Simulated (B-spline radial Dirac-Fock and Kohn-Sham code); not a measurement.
Subshell photoionisation cross sections of Mn³⁺ against photon energy

System: manganese as Mn³⁺, configuration 1s2 2s2 2p6 3s2 3p6 3d4.

Level of theory: the independent-particle Dirac-Slater model, thresholds from Dirac-Fock; a radial B-spline solver. Values are in kb; a dash marks an energy below the computed threshold.

```
hν (eV)       2s     2p1/2        3s     3p1/2     3d5/2
   65.5        –         –         –         –      3490
    286        –         –       165       210       175
    614        –         –      49.2      54.8      17.0
    837      151       293      28.4      28.0      6.05
   1390     67.6      78.6      10.8      8.15     0.999
   1420     65.1      74.1      10.3      7.71     0.924
   2760     18.0      10.7      2.64      1.25    0.0729
   2990     15.2      8.38      2.23     0.993    0.0529
   3950     8.29      3.51      1.20     0.432    0.0169
   4930     5.00      1.72     0.725     0.217   0.00662
   5080     4.67      1.56     0.676     0.197   0.00583
  10300    0.828     0.145     0.120    0.0193  0.000273
  10400    0.807     0.140     0.117    0.0187  0.000261
  26600   0.0640   0.00483   0.00933  0.000670  3.59e-06
  28100   0.0548   0.00394   0.00799  0.000548  2.79e-06
  29200   0.0491   0.00342   0.00716  0.000476  2.33e-06
  29900   0.0459   0.00314   0.00670  0.000437  2.09e-06
  32700   0.0355   0.00225   0.00518  0.000314  1.38e-06
  34300   0.0310   0.00189   0.00452  0.000263  1.11e-06
  49800   0.0104  0.000469   0.00152  6.61e-05  1.97e-07
  61300  0.00560  0.000216  0.000821  3.05e-05  7.47e-08
```

At 61300 eV the multipoles beyond E1 give 16.2 % of 2s, 27.2 % of 2p1/2, 16.3 % of 3s, 27.2 % of 3p1/2, 43.7 % of 3d5/2.

Run: 3.9 s of CPU time on 1 thread of Neoverse-N1 (shared host), peak memory 0.40 GiB.
